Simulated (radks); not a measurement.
Question: The mean radii <r> (bohr) of the occupied orbitals of an atom or ion are listed with their occupations. Calculated with a radial shooting solver on a logarithmic mesh with Libxc functionals: scalar-relativistic Kohn-Sham, PBE, spin-polarised, spherical densities, point nucleus.

orbital  occ.     <r>
1s up       1  0.2297
1s down     1  0.2289
2s up       1   1.159
2p up       2   1.123

Name the element and its charge. Open shells, if any, are filled with parallel spins first.

Answer: Z = 7, nitrogen, charge +2: N2+ in [He] 2s1 2p2. The 1s radius gives Z: for a bare nucleus <r> = (2 gamma + 1)/(2Z) with gamma = sqrt(1 - (Z/c)^2), 0.2141 bohr for Z = 7, and screening makes it slightly larger (0.2297 here). The occupations add up to 5, and the charge is Z minus that.
